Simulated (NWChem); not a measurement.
Molecule: SnNH$_{3}$OF$_{2}$; SMILES [NH2][Sn]([OH])([F])[F]

```xyz
8

N     -0.0318    -1.9845    -0.0883
Sn    -0.0676     0.0124    -0.0079
O      1.4702     0.7458     0.9533
F     -1.7384     0.6289     0.7293
F     -0.0646     0.8420    -1.7434
H      0.7129    -2.3735     0.4881
H     -0.9185    -2.3957     0.1990
H      1.6794     1.6432     0.6637
```
Atoms are numbered in this order, from 1.

Level: PBE0/def2-SVP with def2 effective core potentials on Sn (NWChem), optimised geometry, unscaled harmonic frequencies. def2 effective core potentials on Sn; no spin-orbit coupling.

Task: List the harmonic frequencies with IR intensities, and the thermochemistry.

Result: 
```csv
frequency (cm⁻¹),IR intensity (km/mol)
79,20.2
138,5.4
142,24.4
166,11.7
183,29.7
190,42.0
225,126.2
526,123.4
634,35.7
654,60.0
665,91.2
680,54.8
860,24.9
896,69.9
1531,17.5
3555,37.5
3662,45.7
3879,105.7
```

The zero-point energy is 26.7 kcal/mol and the thermal correction to the enthalpy at 298.15 K (with zero-point energy) is 32.3 kcal/mol. The heat capacity Cv is 25.1 cal/(mol K) and the entropy at 298.15 K and 1 atm (symmetry number 1) is 89.5 cal/(mol K).

Rigid rotor and harmonic oscillator; modes under 100 cm⁻¹ make the entropy uncertain.
